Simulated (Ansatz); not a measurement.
`C=C[SiH2]N[SiH3]` + `B[SeH]` → `C=C[SiH3]` + `[SiH3]NB[SeH]`  (redistribution)

Gas-phase electronic energies from Ansatz, PBE0-D4/def2-TZVP geometries. CCSD(T)/CBS is the MP2 limit (def2-TZVPP, def2-QZVPP) plus CCSD(T) − MP2 in def2-TZVPP, frozen cores. DFT in def2-TZVPP. B3LYP here is the variant with VWN-RPA as its local correlation; programs differ in this. For Se outer-core shells are correlated without core-valence functions, which leaves a few kJ/mol of doubt a bond. Scalar relativity is left out up to krypton. Each species was taken in one conformer, which may not be the lowest.

`C=C[SiH2]N[SiH3]`:

Z-matrix (Å, degrees):
```
Si
C 1 1.858
N 1 1.727 2 111.8
H 1 1.491 2 106.0 3 122.7
H 1 1.486 2 111.5 3 -118.2
C 2 1.331 1 122.3 3 -120.4
H 2 1.089 1 119.4 3 59.3
Si 3 1.725 1 129.5 2 -126.2
H 3 1.011 1 115.0 2 55.1
H 6 1.087 2 121.4 1 -0.1
H 6 1.087 2 122.5 1 -179.9
H 8 1.490 3 111.4 1 124.1
H 8 1.490 3 112.3 1 -115.9
H 8 1.483 3 107.6 1 4.2
```

`B[SeH]`:

Z-matrix (Å, degrees):
```
B
Se 1 1.899
H 1 1.189 2 121.0
H 1 1.191 2 115.7 3 180.0
H 2 1.470 1 97.7 3 0.0
```

`C=C[SiH3]`:

Cartesian coordinates in Å:
```
C 0.422 0.506 -1.397
C 0.339 -0.445 -0.470
Si -0.444 -0.174 1.195
H 0.031 1.505 -1.227
H 0.883 0.331 -2.365
H 0.750 -1.426 -0.702
H -1.590 -1.101 1.398
H -0.926 1.230 1.280
H 0.534 -0.426 2.288
```

`[SiH3]NB[SeH]`:

```xyz
10

Si    0.712   -0.144   -1.494
N    -0.258   -0.219   -0.046
B    -0.028    0.500    1.134
Se   -1.126    0.400    2.737
H    -0.112    0.304   -2.647
H     1.811    0.814   -1.243
H     1.260   -1.487   -1.820
H    -1.057   -0.838   -0.067
H     0.902    1.247    1.215
H    -2.103   -0.576    2.231
```

Question: Is it downhill or uphill in electronic energy at CCSD(T)/CBS, and by how much? (Best estimate.)

Answer: Ansatz gave: Downhill: ΔE = -0.51 eV.

Question: What do these levels give: r2SCAN-D4, ωB97X-V, B2PLYP, r2SCAN, B3LYP, HF/def2-TZVPP, MP2/def2-TZVPP, SCS-MP2/def2-TZVPP, CCSD/def2-TZVPP, MP2/def2-QZVPP, MP2/CBS(def2), CCSD/CBS(def2)? (An estimate is asked.)

Answer: The calculation gave: r2SCAN-D4 -0.56, ωB97X-V -0.54, B2PLYP -0.55, r2SCAN -0.56, B3LYP -0.58, HF/def2-TZVPP -0.50, MP2/def2-TZVPP -0.53, SCS-MP2/def2-TZVPP -0.52, CCSD/def2-TZVPP -0.53, MP2/def2-QZVPP -0.51, MP2/CBS(def2) -0.50, CCSD/CBS(def2) -0.50 eV.

Largest T1 diagnostic among the species: 0.013.
